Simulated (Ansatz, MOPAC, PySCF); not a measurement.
Bond stretch in InCl, singlet.

Computed with: PM3, restricted, heats of formation (MOPAC); RCCSD = CCSD on RHF/def2-SVP, 9 core orbitals frozen, def2 effective core potentials past Kr in PySCF; UKS-PBE = unrestricted PBE/def2-SVP, def2 effective core potentials past Kr run with Ansatz (an electronic-structure program).

Energies are in kcal/mol, each relative to the lowest point of its own curve near equilibrium.

```csv
R / Å,PM3,RCCSD,UKS-PBE
1.80,52.9,126.6,125.8
1.94,23.1,60.5,61.4
2.03,12.0,34.8,36.1
2.16,?,12.9,14.1
2.25,1.0,4.9,5.8
2.32,0.2,1.6,2.1
2.41,0.0,0.0,0.1
2.48,0.1,0.4,0.0
2.54,0.5,1.5,0.7
2.63,?,?,2.9
2.80,6.3,?,9.0
3.02,20.9,23.0,18.7
3.25,40.7,35.0,29.1
3.65,64.8,53.7,45.1
3.98,76.5,66.6,55.8
4.31,85.2,77.4,64.2
4.82,94.8,90.2,73.3
5.25,100.6,97.8,78.1
5.87,107.0,104.7,82.3
6.47,?,—,?
7.26,116.3,—,85.8
```

Question: Some entries are withheld; supply them.

Answer: 
- 2.16, PM3: 3.5
- 2.63, PM3: 1.4
- 2.63, RCCSD: 4.3
- 2.80, RCCSD: 11.7
- 6.47, PM3: 111.6
- 6.47, UKS-PBE: 84.4

A dash means that the run gave no value there, or that the column was ended at a point which the program doubted or which failed a test of continuity chosen for this set; such a test can also cut sound points.

The restricted form behind PM3 keeps the bonding electrons paired and can't separate into open-shell fragments. The T1 diagnostic of CCSD on the restricted reference of RCCSD exceeds 0.045 at 4.82 to 7.26 Å. The unrestricted determinant behind UKS-PBE is spin-contaminated at 4.82 to 7.26 Å (<S²> up to 0.6, against 0.00 for a pure singlet).
